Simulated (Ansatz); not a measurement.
`[CH3][SbH][SeH]` + H₂S → `[CH3][SbH][SH]` + H₂Se at 700 K and 1 bar (ligand exchange at the Sb–Se bond).

Computed with Ansatz on PBE0-D4/def2-TZVP structures; ΔE is electronic, products minus reactants. CBS: MP2 limit from def2 TZ/QZ plus the TZ coupled-cluster correction, frozen cores. This one scheme is used for every species. def2 core potentials past Kr. For Sb, Se outer-core shells are correlated without core-valence functions, which leaves a few kJ/mol of doubt a bond. Scalar relativity is left out up to krypton. One conformer a species, not always the lowest.

```csv
species,CCSD(T)/CBS energy (Eh),H − E (kJ/mol),S (J/(mol·K))
`[CH3][SbH][SeH]`,-2681.79999,198.3,439.8
H₂S,-398.97279,64.8,236.9
`[CH3][SbH][SH]`,-678.86565,200.0,422.4
H₂Se,-2401.89790,61.1,251.1
```

H − E and S are ideal-gas, rigid-rotor, harmonic terms from PBE0-D4/def2-TZVP, for one conformer and one mirror image of each species. 1 Eh = 2625.50 kJ/mol, R = 8.31446 J/(mol·K).

By hand: ΔE, ΔH, ΔS and ΔG.

ΔE = (-678.86565) + (-2401.89790) − (-2681.79999) − (-398.97279) = 0.00923 Eh = 24.2 kJ/mol. Δ(H − E) = 200.0 + 61.1 − 198.3 − 64.8 = -2.0, so ΔH = 22.2 kJ/mol. ΔS = 422.4 + 251.1 − 439.8 − 236.9 = -3.2 J/(mol·K). ΔG = 22.2 − 700 × (-3.2)/1000 = 24.4 kJ/mol.

By hand: the equilibrium constant, and the temperature at which ΔG would vanish if ΔH and ΔS stayed fixed.

log₁₀ K = −ΔG/(RT ln 10) = -1.8. ΔH and −TΔS have one sign here, so there is no such temperature. One of them is within its doubt of zero, so this could turn.

The number of gas molecules stays the same, so ΔS is small and ΔH decides. A doubt of 5 kJ/mol in ΔE shifts log₁₀ K by 0.4 here. Other conformers and mirror images would add mixing entropy, several J/(mol·K) or more a flexible species. These are equilibria of isolated gas molecules and say nothing of rates. Largest T1 diagnostic: 0.012 (customary marks: 0.02 for closed shells, 0.045 for open ones).
